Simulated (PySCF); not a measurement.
PySCF job for HOSi, SMILES O=[SiH], multiplicity 2, TDA-LC-ωPBE/def2-TZVPD. Coordinates come from a PBE-D3(BJ)/def2-TZVPD optimisation. The isomer is the one that the SMILES or the coordinates give; other isomers of the formula were not compared.

```python
import numpy as np
from pyscf import gto, scf, dft, tdscf

mol = gto.M(
    atom='''
    O     0.08245542    1.03703415    0.00000000
    Si   -0.12803605   -0.49366510    0.00000000
    H     1.13286131   -1.38496183    0.00000000
    ''',
    basis='def2-TZVPD',
    charge=0,
    spin=1,
    max_memory=1600,
    verbose=4,
)
mf = dft.UKS(mol, xc='lc_wpbe').density_fit(auxbasis='def2-universal-jkfit')
mf.grids.level = 3
mf.conv_tol = 1e-9
mf.max_cycle = 100
mf.kernel()
fine, coarse = mf.grids, dft.Grids(mol).set(level=1).build(with_non0tab=True)
for _ in range(3):  # follow internal instabilities
    mf.grids = coarse
    mo, _, stable, _ = mf.stability(return_status=True, nroots=4)
    mf.grids = fine
    if stable:
        break
    mf.kernel(mf.make_rdm1(mo, mf.mo_occ))
mf.grids = dft.Grids(mol).set(level=1).build(with_non0tab=True)  # coarser grid for the response kernel
td = tdscf.TDA(mf)
td.nstates = 10
td.conv_tol = 1e-4
td.kernel(x0=td.get_init_guess(mf, 15))
td.analyze()
```

Output:

```
PySCF version 2.14.0

[INPUT] verbose = 4
[INPUT] num. atoms = 3
[INPUT] num. electrons = 23
[INPUT] charge = 0
[INPUT] spin (= nelec alpha-beta = 2S) = 1
[INPUT] symmetry False subgroup None
[INPUT] Mole.unit = angstrom
[INPUT] Symbol           X                Y                Z      unit          X                Y                Z       unit  Magmom
[INPUT]  1 O      0.082455420000   1.037034150000   0.000000000000 AA    0.155818161286   1.959710525321   0.000000000000 Bohr   0.0
[INPUT]  2 Si    -0.128036050000  -0.493665100000   0.000000000000 AA   -0.241953068571  -0.932891836256   0.000000000000 Bohr   0.0
[INPUT]  3 H      1.132861310000  -1.384961830000   0.000000000000 AA    2.140797613016  -2.617198551676   0.000000000000 Bohr   0.0

nuclear repulsion = 44.7599696829966
number of shells = 34
number of NR pGTOs = 135
number of NR cGTOs = 92
basis = def2-TZVPD
ecp = {}


[settings echo left out]
init E= -364.990773318575
  alpha nocc = 12  HOMO = -0.200678884738046  LUMO = -0.0705624352385712
  beta  nocc = 11  HOMO = -0.473142478883202  LUMO = -0.200678884738046

WARN: HOMO -0.200678884738046 >= LUMO -0.200678884738046

cycle= 1 E= -364.934348111221  delta_E= 0.0564  |g|= 0.718  |ddm|= 1.01
  alpha nocc = 12  HOMO = -0.158224484148931  LUMO = 0.00511496963317477
  beta  nocc = 11  HOMO = -0.192715989922485  LUMO = -0.0550506390278542
  HOMO = -0.158224484149  LUMO = -0.0550506390279  gap/eV = 2.80750
cycle= 2 E= -364.24634715571  delta_E= 0.688  |g|= 1.47  |ddm|= 1.18
  alpha nocc = 12  HOMO = -0.363404952860591  LUMO = -0.0128045159204717
  beta  nocc = 11  HOMO = -0.422956477277736  LUMO = -0.0882937641956119
  HOMO = -0.363404952861  LUMO = -0.0882937641956  gap/eV = 7.48616
cycle= 3 E= -365.159080531932  delta_E= -0.913  |g|= 0.0492  |ddm|= 0.814
  alpha nocc = 12  HOMO = -0.366416071515879  LUMO = 0.00344304705016185
  beta  nocc = 11  HOMO = -0.423590335251113  LUMO = -0.0620095847190285
  HOMO = -0.366416071516  LUMO = -0.062009584719  gap/eV = 8.28332
cycle= 4 E= -365.161528513278  delta_E= -0.00245  |g|= 0.0196  |ddm|= 0.0854
  alpha nocc = 12  HOMO = -0.368940118773239  LUMO = 0.00483435234238527
  beta  nocc = 11  HOMO = -0.428925658129707  LUMO = -0.0577943117529429
  HOMO = -0.368940118773  LUMO = -0.0577943117529  gap/eV = 8.46671
cycle= 5 E= -365.16193836719  delta_E= -0.00041  |g|= 0.00661  |ddm|= 0.0285
  alpha nocc = 12  HOMO = -0.36928495140139  LUMO = 0.00553487548756237
  beta  nocc = 11  HOMO = -0.428462918163842  LUMO = -0.0558588875547912
  HOMO = -0.369284951401  LUMO = -0.0558588875548  gap/eV = 8.52876
cycle= 6 E= -365.162024690086  delta_E= -8.63e-05  |g|= 0.0024  |ddm|= 0.0153
  alpha nocc = 12  HOMO = -0.369799086190383  LUMO = 0.0052654408690529
  beta  nocc = 11  HOMO = -0.428282273602412  LUMO = -0.0557776186390413
  HOMO = -0.36979908619  LUMO = -0.055777618639  gap/eV = 8.54496
cycle= 7 E= -365.162039310285  delta_E= -1.46e-05  |g|= 0.000968  |ddm|= 0.0055
  alpha nocc = 12  HOMO = -0.369840407489903  LUMO = 0.00524559697115023
  beta  nocc = 11  HOMO = -0.428219553555627  LUMO = -0.0557273058013195
  HOMO = -0.36984040749  LUMO = -0.0557273058013  gap/eV = 8.54745
cycle= 8 E= -365.162042059897  delta_E= -2.75e-06  |g|= 0.000437  |ddm|= 0.00241
  alpha nocc = 12  HOMO = -0.36980089499621  LUMO = 0.00528538269263379
  beta  nocc = 11  HOMO = -0.428271325724018  LUMO = -0.0557031974252027
  HOMO = -0.369800894996  LUMO = -0.0557031974252  gap/eV = 8.54703
cycle= 9 E= -365.162042683601  delta_E= -6.24e-07  |g|= 0.000196  |ddm|= 0.0013
  alpha nocc = 12  HOMO = -0.369797112495377  LUMO = 0.00527900508404855
  beta  nocc = 11  HOMO = -0.428307547220685  LUMO = -0.0557277143055046
  HOMO = -0.369797112495  LUMO = -0.0557277143055  gap/eV = 8.54626
cycle= 10 E= -365.162042834273  delta_E= -1.51e-07  |g|= 8.39e-05  |ddm|= 0.000676
  alpha nocc = 12  HOMO = -0.36978943381397  LUMO = 0.00528076815785994
  beta  nocc = 11  HOMO = -0.428298868674779  LUMO = -0.0557307889137491
  HOMO = -0.369789433814  LUMO = -0.0557307889137  gap/eV = 8.54597
cycle= 11 E= -365.162042869927  delta_E= -3.57e-08  |g|= 4.22e-05  |ddm|= 0.00032
  alpha nocc = 12  HOMO = -0.369794087878581  LUMO = 0.00527538477223288
  beta  nocc = 11  HOMO = -0.428298421801556  LUMO = -0.0557345035927952
  HOMO = -0.369794087879  LUMO = -0.0557345035928  gap/eV = 8.54600
cycle= 12 E= -365.162042880426  delta_E= -1.05e-08  |g|= 2.01e-05  |ddm|= 0.000186
  alpha nocc = 12  HOMO = -0.369794318358394  LUMO = 0.00527322590749435
  beta  nocc = 11  HOMO = -0.428292638846303  LUMO = -0.0557345441280432
  HOMO = -0.369794318358  LUMO = -0.055734544128  gap/eV = 8.54600
cycle= 13 E= -365.162042882684  delta_E= -2.26e-09  |g|= 8.29e-06  |ddm|= 8.58e-05
  alpha nocc = 12  HOMO = -0.36979478150338  LUMO = 0.00527220380821092
  beta  nocc = 11  HOMO = -0.428291343534621  LUMO = -0.0557353610461391
  HOMO = -0.369794781503  LUMO = -0.0557353610461  gap/eV = 8.54599
cycle= 14 E= -365.162042883056  delta_E= -3.73e-10  |g|= 3.81e-06  |ddm|= 3.35e-05
  alpha nocc = 12  HOMO = -0.369794708502717  LUMO = 0.0052721152690296
  beta  nocc = 11  HOMO = -0.428290903617551  LUMO = -0.0557353527777522
  HOMO = -0.369794708503  LUMO = -0.0557353527778  gap/eV = 8.54599
Extra cycle  E= -365.162042883097  delta_E= -4.02e-11  |g|= 2.83e-06  |ddm|= 7.14e-06
converged SCF energy = -365.162042883097  <S^2> = 0.76131037  2S+1 = 2.0112786
tot grids = 14064
uhf_internal: lowest eigs of H = [0.18813726 0.19130076 0.23829503 0.24810481]
<class 'pyscf.df.df_jk.DFUKS'> wavefunction is stable in the internal stability analysis
tot grids = 14064


******** <class 'pyscf.tdscf.uks.TDA'> for <class 'pyscf.df.df_jk.DFUKS'> ********
nstates = 10
deg_eia_thresh = 1.000e-03
wfnsym = None
conv_tol = 0.0001
eigh lindep = 1e-12
eigh level_shift = 0
eigh max_cycle = 100


Excitation energies (eV)
[2.88956069 3.45070657 3.73305289 4.48154626 4.81910294 4.85914327
 5.40675315 5.80367588 6.1722761  6.69335475]

** Excitation energies and oscillator strengths **
Excited State   1:      2.88956 eV    429.08 nm  f=0.0107
      12a ->   13a      0.96984
      10b ->   12b      0.13193
Excited State   2:      3.45071 eV    359.30 nm  f=0.0182
      11a ->   13a     -0.28309
      11b ->   12b     -0.92960
Excited State   3:      3.73305 eV    332.13 nm  f=0.0066
      10a ->   13a     -0.10705
      12a ->   13a     -0.14372
      10b ->   12b      0.95641
Excited State   4:      4.48155 eV    276.65 nm  f=0.0014
      11a ->   13a     -0.65805
      11a ->   22a     -0.11941
       9b ->   12b     -0.53890
      10b ->   13b      0.42614
      11b ->   12b      0.15650
Excited State   5:      4.81910 eV    257.28 nm  f=0.0100
      11a ->   13a      0.25041
       9b ->   12b     -0.76906
      10b ->   13b     -0.52527
      10b ->   22b     -0.11159
Excited State   6:      4.85914 eV    255.16 nm  f=0.0001
      10a ->   13a      0.55668
      10b ->   12b      0.12781
      11b ->   13b      0.77713
      11b ->   22b      0.13597
Excited State   7:      5.40675 eV    229.31 nm  f=0.0120
      10a ->   13a      0.78176
      10a ->   22a      0.10840
       9b ->   13b     -0.14343
      11b ->   13b     -0.56422
Excited State   8:      5.80368 eV    213.63 nm  f=0.0135
      12a ->   14a     -0.22648
      12a ->   15a     -0.90498
      12a ->   18a      0.12725
      12a ->   23a     -0.19646
      12a ->   24a      0.11995
      10b ->   13b     -0.14431
Excited State   9:      6.17228 eV    200.87 nm  f=0.0031
       9a ->   13a      0.48312
      10a ->   13a     -0.11371
       9b ->   13b     -0.82388
       9b ->   22b     -0.12553
Excited State  10:      6.69335 eV    185.23 nm  f=0.0830
      11a ->   13a      0.26590
      12a ->   14a      0.56621
      12a ->   15a     -0.22381
      12a ->   16a     -0.52637
      12a ->   17a     -0.13374
      12a ->   23a     -0.12113
      12a ->   24a     -0.17714
       8b ->   12b     -0.24496
      10b ->   13b      0.30062

** Transition electric dipole moments (AU) **
state          X           Y           Z        Dip. S.      Osc.
  1         0.0000     -0.0000     -0.3894      0.1516      0.0107
  2        -0.3652     -0.2869     -0.0000      0.2156      0.0182
  3        -0.0000     -0.0000      0.2679      0.0718      0.0066
  4         0.0938     -0.0642      0.0000      0.0129      0.0014
  5         0.0377     -0.2886     -0.0000      0.0847      0.0100
  6        -0.0000      0.0000     -0.0308      0.0010      0.0001
  7         0.0000     -0.0000      0.3013      0.0908      0.0120
  8         0.0188     -0.3073      0.0000      0.0948      0.0135
  9         0.0000     -0.0000     -0.1435      0.0206      0.0031
 10        -0.6913     -0.1677     -0.0000      0.5060      0.0830

** Transition velocity dipole moments (imaginary part, AU) **
state          X           Y           Z        Dip. S.      Osc.
  1         0.0000     -0.0000      0.0125      0.0002      0.0010
  2        -0.0175      0.0199     -0.0000      0.0007      0.0037
  3         0.0000     -0.0000      0.0117      0.0001      0.0007
  4         0.0003     -0.0270      0.0000      0.0007      0.0030
  5         0.0132     -0.0152     -0.0000      0.0004      0.0015
  6        -0.0000      0.0000      0.0068      0.0000      0.0002
  7         0.0000      0.0000      0.0245      0.0006      0.0020
  8        -0.0215     -0.0710      0.0000      0.0055      0.0172
  9         0.0000      0.0000     -0.0188      0.0004      0.0010
 10        -0.1583      0.0174     -0.0000      0.0254      0.0688

** Transition magnetic dipole moments (imaginary part, AU) **
state          X           Y           Z
  1        -0.1384      0.8651     -0.0000
  2        -0.0000      0.0000      0.2071
  3        -0.1052     -0.2355     -0.0000
  4         0.0000      0.0000     -0.4132
  5         0.0000      0.0000     -0.4873
  6         0.0405      0.0052      0.0000
  7         0.5279     -0.0886     -0.0000
  8         0.0000      0.0000     -1.0421
  9        -0.4289     -0.0416     -0.0000
 10        -0.0000     -0.0000      0.4317
```

The run converged.

Cost: roughly 40 core-seconds.
